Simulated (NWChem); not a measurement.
Ionisation of MgO

SMILES: [O]=[Mg]
```xyz
2

Mg     0.0000     0.0000     0.6990
O      0.0000     0.0000    -1.0486
```
Charge 0, spin multiplicity 1.

The numbers come from NWChem runs, not from measurements. The geometry was optimised at PBE0/def2-SVP, a minimum by its harmonic frequencies.

Basis set: def2-TZVP. −ε marks an orbital energy of the parent.

B3LYP has NWChem's definition, with VWN1-RPA local correlation. The structure started from a generated list of species.

Question: Order these methods by the first vertical ionisation energy they give, lowest first: −ε(HOMO) of HF, −ε(HOMO) of B3LYP, −ε(HOMO) of M06-2X, −ε(HOMO) of PBE.

Answer: −ε(HOMO) of PBE (4.80 eV), −ε(HOMO) of B3LYP (5.95 eV), −ε(HOMO) of M06-2X (7.65 eV), −ε(HOMO) of HF (8.71 eV)
